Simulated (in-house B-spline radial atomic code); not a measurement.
**Solving the quasi-particle equation for 4p of the strontium ion Sr²⁺**

Configuration [Ar] 3d10 4s2 4p6, start r2SCAN, empty levels kept to 360 hartree. Computed with an all-electron radial atomic-structure program (B-spline basis): all electrons, scalar-relativistic (spin-free one-electron X2C), finite nucleus, each spin shell either full or empty, empty states to l = 9 with an (l + 1/2)⁻⁴ tail; G0W0 by contour deformation at full frequency.

At the mean-field level ε = -37.11 eV the matrix elements are Σx = -27.725 eV, v_xc = -21.935 eV and Σc(ε) = -0.751 eV, and the slope of the correlation self-energy is dΣc/dω = -0.0599. The quasi-particle energy solves E = ε + Σx − v_xc + Σc(E).

(1) What does the linearised equation give?

(2) How does that compare with the full solution and with static screening?

Results:

(1) Z = 1/(1 − dΣc/dω) = 1/1.0599 = 0.9435. The first-order shift is Σx − v_xc + Σc(ε) = -27.725 − (-21.935) + (-0.751) = -6.541 eV, so E ≈ ε + Z × shift = -37.11 + 0.9435 × (-6.541) = -43.281 eV.

(2) Solving the equation at full frequency dependence gives E = -43.258 eV, where Σc = -0.358 eV and the weight is 0.936; the linearised value is off by 23 meV. Leaving Z out would give -43.651 eV. Static COHSEX puts -3.144 eV in place of Σc and gives -46.044 eV, 2.79 eV deeper. The tabulated removal energy is 42.884 eV (NIST, measured); the run leaves out spin-orbit coupling, Breit and QED terms.
